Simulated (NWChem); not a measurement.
System: C₃H₆OSi; SMILES [SiH2]1C=C(C)O1

Input file for NWChem:

```
start job
memory heap 200 mb stack 900 mb global 1100 mb
geometry units angstroms noautosym nocenter noautoz
  C      0.087829     2.215182    -0.026894
  C     -0.101127     0.737989    -0.004153
  C     -1.191614    -0.066503     0.200391
  Si     0.000277    -1.449472    -0.044671
  O      1.037578    -0.035288    -0.233074
  H     -0.863045     2.745370     0.163169
  H      0.835012     2.512041     0.738207
  H      0.494727     2.528649    -1.010741
  H     -2.227205     0.221220     0.404622
  H      0.438768    -2.303652     1.110328
  H     -0.029207    -2.280782    -1.295258
end
basis spherical
  * library 6-31g*
end
dft
  xc b3lyp
  iterations 150
end
property
  shielding 9 1 2 3 4 5 6 7 9 10
end
task dft property
```

Excerpt of the output:

```
             Northwest Computational Chemistry Package (NWChem) 7.3.0
             --------------------------------------------------------

                             Geometry "geometry" -> ""
                             -------------------------

 Output coordinates in angstroms (scale by  1.889725989 to convert to a.u.)

  No.       Tag          Charge          X              Y              Z
 ---- ---------------- ---------- -------------- -------------- --------------
    1 C                    6.0000     0.08782900     2.21518200    -0.02689400
    2 C                    6.0000    -0.10112700     0.73798900    -0.00415300
    3 C                    6.0000    -1.19161400    -0.06650300     0.20039100
    4 Si                  14.0000     0.00027700    -1.44947200    -0.04467100
    5 O                    8.0000     1.03757800    -0.03528800    -0.23307400
    6 H                    1.0000    -0.86304500     2.74537000     0.16316900
    7 H                    1.0000     0.83501200     2.51204100     0.73820700
    8 H                    1.0000     0.49472700     2.52864900    -1.01074100
    9 H                    1.0000    -2.22720500     0.22122000     0.40462200
   10 H                    1.0000     0.43876800    -2.30365200     1.11032800
   11 H                    1.0000    -0.02920700    -2.28078200    -1.29525800

 Effective nuclear repulsion energy (a.u.)     219.7658241667

                              NWChem Property Module
                              ----------------------

  itol2e modified to match energy
  convergence criterion.

                                 NWChem DFT Module
                                 -----------------

 Summary of "ao basis" -> "ao basis" (spherical)
 ------------------------------------------------------------------------------
       Tag                 Description            Shells   Functions and Types
 ---------------- ------------------------------  ------  ---------------------
 C                           6-31g*                  6       14   3s2p1d
 Si                          6-31g*                  8       18   4s3p1d
 O                           6-31g*                  6       14   3s2p1d
 H                           6-31g*                  2        2   2s

  itol2e modified to match energy
  convergence criterion.

[...]

          -----------------------------------------
          Chemical Shielding Tensors (GIAO, in ppm)
          -----------------------------------------

                                NWChem CPHF Module
                                ------------------

  scftype          =     RHF
  nclosed          =       23
  nopen            =        0
  variables        =     1449
  # of vectors     =        3
  tolerance        = 0.10D-03
  level shift      = 0.00D+00
  max iterations   =       50
  max subspace     =       30

 SCF residual:    2.2105852886640496E-005

Iterative solution of linear equations
  No. of variables     1449
  No. of equations        3
  Maximum subspace       30
        Iterations       50
       Convergence  1.0D-04

   iter   nsub   residual    time
   ----  ------  --------  ---------
     1      3    6.17D-01      64.5
     2      6    3.44D-02      69.0
     3      9    2.85D-03      73.5
     4     12    1.22D-04      78.0
     5     15    4.86D-06      82.4

      Atom:    1  C
        Diamagnetic
    249.7129      0.2286     -0.3243
      0.2286    260.2154      0.0712
     -0.3243      0.0712    248.0986

        Paramagnetic
    -90.1681      0.6338     -1.0194
      0.6338    -70.5339      0.1126
     -1.0194      0.1126    -95.2373

        Total Shielding Tensor
    159.5448      0.8624     -1.3437
      0.8624    189.6815      0.1838
     -1.3437      0.1838    152.8613

           isotropic =     167.3625
          anisotropy =      33.5163

          Principal Components and Axis System
                 1           2           3
              189.7067    159.7828    152.5980

      1         0.0284      0.9812      0.1910
      2         0.9996     -0.0271     -0.0093
      3         0.0040     -0.1912      0.9815

      Atom:    2  C
        Diamagnetic
    255.0781      0.9852     -5.1756
      0.9852    263.9812      0.1460
     -5.1756      0.1460    229.4403

        Paramagnetic
   -276.3806     69.9754     26.7499
     69.9754   -281.0817    -14.9338
     26.7499    -14.9338   -147.6637

        Total Shielding Tensor
    -21.3025     70.9606     21.5743
     70.9606    -17.1005    -14.7878
     21.5743    -14.7878     81.7766

           isotropic =      14.4578
          anisotropy =    -162.6532

          Principal Components and Axis System
                 1           2           3
              -93.9776     86.1148     51.2364

      1         0.7129      0.1910      0.6747
      2        -0.6860     -0.0093      0.7275
      3        -0.1452      0.9816     -0.1244

      Atom:    3  C
        Diamagnetic
    265.3972     -4.6637     -5.8232
     -4.6637    261.9021      1.1565
     -5.8232      1.1565    236.8416

        Paramagnetic
   -193.1220     57.3740     21.8734
     57.3740   -178.9759    -12.0711
     21.8734    -12.0711    -87.8811

        Total Shielding Tensor
     72.2752     52.7102     16.0502
     52.7102     82.9262    -10.9146
     16.0502    -10.9146    148.9605

           isotropic =     101.3873
          anisotropy =      76.1999

          Principal Components and Axis System
                 1           2           3
              152.1873    130.2589     21.7158

      1         0.1910      0.6496      0.7359
      2        -0.0093      0.7509     -0.6604
      3         0.9815     -0.1193     -0.1495

      Atom:    4  Si
        Diamagnetic
    881.8379      1.9537     -0.9299
      1.9537    885.8659     -0.2955
     -0.9299     -0.2955    877.1409

[...]
```

Level: B3LYP/6-31G* (spherical d), GIAO. Coordinates come from a PBE-D3(BJ)/def2-SVP optimisation. The output numbers the shielded atoms by their place in the input's list. The printed shielding anisotropy is the first printed principal value minus the mean of the other two.
